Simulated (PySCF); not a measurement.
Potential energy surface of H3Al, singlet: umbrella (inversion) coordinate, bond length relaxed. Scanned: angle between the Al-H bonds and the threefold axis (90 = planar). Other coordinates (Al-H bond length) were minimised at PBE0/def2-TZVP.

- RKS-B3LYP/LANL2DZ = restricted B3LYP/LANL2DZ, with its core potentials past Ne (PySCF)
- CCSD(T) on RHF/cc-pVTZ, 5 core orbitals frozen (PySCF)

Energies relative to the lowest point of each profile, in kcal/mol:

```tsv
a / °	RKS-B3LYP/LANL2DZ
93	0.4
96	1.6
99	3.5
102	6.3
105	9.8
108	14.2
111	19.5
114	25.6
117	32.6
120	40.6
123	49.6
132	83.5
```

Question: Predict the corresponding CCSD(T) column.

Answer: 93: 0.4; 96: 1.6; 99: 3.7; 102: 6.6; 105: 10.3; 108: 14.8; 111: 20.3; 114: 26.6; 117: 33.8; 120: 41.9; 123: 51.1; 132: 84.7 (kcal/mol).
